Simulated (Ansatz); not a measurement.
The first iterations of a band of BFH$_{4}$SSi (8 atoms, charge 0, multiplicity 1).

Theory: RKS PBE-D4/6-31G* (Ansatz 0.2.0).

| Property | Result |
| --- | --- |
| movable images | 7 |
| climbing image | yes |
| spring | 5.0 eV/Å² |
| optimiser | quadratic models (default) |
| start path | through a guess of the saddle point |
| force threshold | 0.05 eV/Å |
| iteration limit | 53 |
| end points | relaxed |

Initial state:

```xyz
8
Properties=species:S:1:pos:R:3
F -1.403 -1.494 0.510
B -0.790 -0.435 1.048
Si 0.235 0.779 -0.234
S 1.723 -0.461 -1.231
H -0.869 -0.308 2.249
H -0.686 1.442 -1.226
H 1.040 1.846 0.442
H 0.842 -1.426 -1.615
```

Final state:

```xyz
8
Properties=species:S:1:pos:R:3
F -1.614 -1.369 0.494
B -0.977 -0.228 0.852
Si 0.777 0.316 0.107
S 1.613 -0.126 -1.821
H -1.202 0.328 1.902
H -0.962 0.713 -0.114
H 1.105 1.770 0.300
H 1.352 -1.461 -1.776
```

| iteration | highest image above the first end (eV) | largest band force component (eV/Å) |
| --- | --- | --- |
| 1 | 2.572 | 5.256 |
| 2 | 1.643 | 1.880 |
| 3 | 0.809 | 1.001 |
| 4 | 0.591 | 1.014 |

Problem. Does the band converge within its limit, and where does its top end?

Solution. It converged. It ended after 12 iterations with the highest image 0.500 eV above the first end. A structure lower than the first end lies on the path between it and the top, so the climb from that side starts below the end, which may itself be a saddle point or a shallow side well. A vibrational analysis at the climbing image gives one clearly imaginary mode, 408i cm⁻¹: a first-order saddle point.

The run took 5.3 min on 1 thread of Arm Neoverse N1, on a shared host, peak memory 0.15 GiB.
